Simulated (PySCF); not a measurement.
# Radial density of Sc (scandium, neutral)

r2SCAN0, [Ar] 3d1 4s2, 2D determinant. Computed with PySCF 2.14 in aug-cc-pwCVTZ-DK with one added diffuse shell each of s, p, d, f, g type (11s10p8d5f4g, 152 functions), with scalar relativity by spin-free X2C-1e.

```csv
r (bohr),4πr²ρ (e/bohr),4πr²(ρα − ρβ)
0.00131,0.1678,0.0000
0.00220,0.4305,0.0000
0.00370,1.081,0.0000
0.00622,2.618,0.0001
0.0105,5.953,0.0001
0.0176,12.10,0.0002
0.0296,20.30,0.0002
0.0498,24.88,-0.0005
0.0838,20.57,-0.0026
0.141,19.42,-0.0035
0.237,26.39,0.0169
0.399,14.84,0.1180
0.671,7.165,0.3526
1.13,8.056,0.5075
1.90,2.091,0.3607
3.19,0.7658,0.1203
5.37,0.2317,0.0020
9.03,0.007401,-0.0009
```

Densities and radii are taken from the X2C orbitals without a picture-change correction, which distorts them close to the nucleus.

⟨S²⟩ = 0.98 against 0.75 shows spin contamination.

Where is the radial spin density 4πr²(ρα − ρβ) most negative, and why is it negative at all?

Around r = 0.141 bohr, down to -0.0035 e/bohr: exchange with the open shell polarises the paired shells in an unrestricted calculation.
